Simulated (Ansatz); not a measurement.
Consider the redistribution: `O[SiH](O)[SiH](Cl)Cl` + `O=C[TeH]` → `O[SiH2][SiH](Cl)Cl` + `O=C(O)[TeH]`.

Computed with Ansatz on PBE0-D4/def2-TZVP structures; ΔE is electronic, products minus reactants. CCSD(T)/CBS is the MP2 limit (def2-TZVPP, def2-QZVPP) plus CCSD(T) − MP2 in def2-TZVPP, frozen cores. DFT in def2-TZVPP. Elements past krypton have def2 core potentials. For Te outer-core shells are correlated without core-valence functions, which leaves a few kJ/mol of doubt a bond. Each species was taken in one conformer, which may not be the lowest.

```
             level  ΔE (kJ/mol)
         r2SCAN-D4         87.3
SCS-MP2/def2-TZVPP         93.7
   CCSD/def2-TZVPP         92.8
    CCSD/CBS(def2)         96.5
```

Q: What does CCSD(T)/CBS give? (Estimate.)

A: Computed: +95.5 kJ/mol. The listed levels differ from it by -8.2, -1.8, -2.7, 1.0 kJ/mol.

Largest T1 diagnostic among the species: 0.016.
